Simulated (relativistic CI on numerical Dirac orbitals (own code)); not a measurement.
# V²⁺ in a cubic cluster: 3p photoemission with charge transfer

Computed with a charge-transfer multiplet model of a cubic metal-ligand cluster with up to one ligand hole, Slater and spin-orbit integrals from Dirac-Coulomb-Breit ions, Slater integrals scaled by 0.8. The ground state mixes d3 with configurations of k ligand holes L, whose averages lie at kΔ + k(k − 1)U_dd/2; a core hole lowers each added d electron by U_cd. 20 K, Lorentzian 0.9 eV and Gaussian 0.8 eV FWHM.

Atomic integrals in eV (Slater integrals scaled, ζ unscaled), ground: F2dd 7.134, F4dd 4.434, zeta_d 0.019; with the core hole: F2dd 8.133, F4dd 5.098, zeta_d 0.024, zeta_core 0.548, F2cd 8.821, G1cd 10.976, G3cd 6.677.

Cluster parameters (eV): Δ = 6.6, U_dd = 4.8, 10Dq = 1, 10Dq(ligand) = 0.2, V(eg) = 1.7, V(t2g) = -0.75, final-state hopping factor = 1.

| Case | n_d | d3 | d4L | S |
| --- | --- | --- | --- | --- |
| U_cd = 3.8 eV | 3.16 | 0.84 | 0.16 | 1.50 |
| U_cd = 5.6 eV | 3.16 | 0.84 | 0.16 | 1.50 |
| U_cd = 7.4 eV | 3.16 | 0.84 | 0.16 | 1.50 |

Weights, n_d and S are thermal averages at 20 K. Binding energies count from the first peak over 30 % of the highest in each spectrum, which can be another peak from case to case. The parameters are a model scan and need not match a compound or its usual spin state. Peaks in eV (height, largest 100):
- U_cd = 3.8 eV: 0.0 (100), 1.7 (46), 4.5 (24), 8.4 (7), 11.8 (9), 16.0 (14), 18.3 (8)
- U_cd = 5.6 eV: 0.0 (100), 2.1 (50), 4.7 (26), 8.0 (15), 11.5 (11), 15.6 (10), 17.9 (13)
- U_cd = 7.4 eV: 0.0 (100), 2.3 (73), 4.6 (33), 8.1 (29), 11.0 (16), 12.4 (15), 15.2 (9), 17.9 (19), 23.9 (5)

Curve for U_cd = 3.8 eV (points under 2 left out, the grid thinned):

E (eV), Intensity and a bar:
```
     -3.4        3.0 
     -2.9        4.1 #
     -2.3        6.3 #
     -1.8       10.1 ###
     -1.2       22.4 #######
     -0.7       51.5 ################
     -0.2       92.8 ##############################
      0.4       86.3 ############################
      0.9       54.0 #################
      1.4       45.6 ##############
      2.0       43.8 ##############
      2.5       31.3 ##########
      3.1       21.8 ######
      3.6       21.7 ######
      4.1       23.6 #######
      4.7       24.3 #######
      5.2       23.1 #######
      5.8       19.4 ######
      6.3       13.9 ####
      6.8        9.8 ###
      7.4        7.3 ##
      7.9        7.1 ##
      8.4        7.3 ##
      9.0        6.9 ##
      9.5        6.4 #
     10.1        5.9 #
     10.6        6.1 #
     11.1        7.5 ##
     11.7        8.6 ##
     12.2        8.1 ##
     12.8        5.9 #
     13.3        4.5 #
     13.8        4.1 #
     14.4        4.6 #
     14.9        6.0 #
     15.5       10.6 ###
     16.0       13.9 ####
     16.5       10.9 ###
     17.1        6.6 #
     17.6        6.5 #
     18.1        7.9 ##
     18.7        7.3 ##
     19.2        5.0 #
     19.8        3.2 
     20.3        2.1
```

For the case U_cd = 5.6 eV, Δ = 6.6 eV is larger than U_dd = 4.8 eV, the Mott-Hubbard side of the Zaanen-Sawatzky-Allen scheme. With the core hole the configuration with one ligand hole lies at Δ − U_cd = 2.8, 1.0, -0.8 eV from the one without, in the order of the table; where this is negative the screened configuration lies lower, though the effective hopping of about 3.6 eV (from the holes of the mixed ground state) mixes the two strongly wherever it is as large as the gap.

With at most 1 ligand hole the space is cut while the next configuration still counts, so covalency is underestimated, and a final configuration with one more ligand hole, which can lie low, is missing from the spectra.
